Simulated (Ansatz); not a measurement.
Results of the Gaussian-basis code of Ansatz.

CH8O2Si2 (`OC(O)([SiH3])[SiH3]`) at its PBE0-D4/def2-TZVP geometry, where that method's forces vanish. The species carries charge 0 and has multiplicity 1.

```json
{"atom": "O1", "x (Å)": "-1.3130", "y (Å)": "1.0896", "z (Å)": "-0.2301"}
{"atom": "C2", "x (Å)": "-0.2463", "y (Å)": "0.2992", "z (Å)": "0.2668"}
{"atom": "O3", "x (Å)": "-0.1832", "y (Å)": "0.3132", "z (Å)": "1.6829"}
{"atom": "Si4", "x (Å)": "-0.3984", "y (Å)": "-1.4933", "z (Å)": "-0.3708"}
{"atom": "Si5", "x (Å)": "1.3488", "y (Å)": "1.1674", "z (Å)": "-0.3227"}
{"atom": "H6", "x (Å)": "-2.1494", "y (Å)": "0.6256", "z (Å)": "-0.1112"}
{"atom": "H7", "x (Å)": "-0.8737", "y (Å)": "-0.2510", "z (Å)": "2.0486"}
{"atom": "H8", "x (Å)": "0.7073", "y (Å)": "-2.3478", "z (Å)": "0.1291"}
{"atom": "H9", "x (Å)": "-0.4608", "y (Å)": "-1.5438", "z (Å)": "-1.8529"}
{"atom": "H10", "x (Å)": "-1.6937", "y (Å)": "-1.9894", "z (Å)": "0.1913"}
{"atom": "H11", "x (Å)": "1.3858", "y (Å)": "2.5476", "z (Å)": "0.2186"}
{"atom": "H12", "x (Å)": "1.3570", "y (Å)": "1.1923", "z (Å)": "-1.8077"}
{"atom": "H13", "x (Å)": "2.5197", "y (Å)": "0.3904", "z (Å)": "0.1579"}
```

Q: For each bond, give half the difference of the two atoms' forces along it (eV/Å; positive pushes the atoms apart) under PBE-D4, r2SCAN-D4, B3LYP-D4, ωB97M-V in def2-TZVPP. (Estimate.)

A: The calculation gave: 
| bond | length (Å) | PBE-D4 | r2SCAN-D4 | B3LYP-D4 | ωB97M-V |
| --- | --- | --- | --- | --- | --- |
| O1–C2 | 1.418 | 0.31 | 0.31 | 0.29 | 0.25 |
| O1–H6 | 0.964 | 0.40 | 0.01 | -0.06 | -0.11 |
| C2–O3 | 1.418 | 0.31 | 0.31 | 0.29 | 0.25 |
| C2–Si4 | 1.909 | -0.09 | -0.11 | -0.01 | -0.08 |
| C2–Si5 | 1.909 | 0.00 | -0.06 | -0.03 | -0.07 |
| O3–H7 | 0.964 | 0.40 | 0.01 | -0.06 | -0.11 |
| Si4–H8 | 1.484 | 0.06 | -0.02 | -0.08 | -0.10 |
| Si4–H9 | 1.484 | 0.06 | -0.02 | -0.08 | -0.10 |
| Si4–H10 | 1.497 | 0.09 | -0.02 | -0.09 | -0.11 |
| Si5–H11 | 1.483 | 0.09 | -0.02 | -0.10 | -0.12 |
| Si5–H12 | 1.485 | 0.05 | -0.03 | -0.07 | -0.09 |
| Si5–H13 | 1.485 | 0.05 | -0.03 | -0.07 | -0.09 |

B3LYP here is the variant with VWN-RPA as its local correlation; programs differ in this.
